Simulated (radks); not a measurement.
Results of a calculation; reference values are marked as such.
Sr21+, 17 electrons, occupied as [Ne] 3s2 3p5. Code: a radial shooting solver on a logarithmic mesh with Libxc functionals. Model: Dirac Kohn-Sham, LB94 model potential, spin-unpolarised, spherical densities, finite nucleus; open shells fill j = l - 1/2 first; Fermi nuclear charge, rms radius 4.224 fm.

Spin-orbit splittings of the eigenvalues, e(l+1/2) - e(l-1/2), with zeta = 2 splitting/(2l+1) and mean radii in bohr:

| shell | occ. | splitting (eV) | zeta (eV) | <r> j=l-1/2 | <r> j=l+1/2 |
|---|---|---|---|---|---|
| 2p | 6 | 70.15 | 46.77 | 0.1457 | 0.1497 |
| 3p | 5 | 15.01 | 10.01 | 0.4228 | 0.4298 |
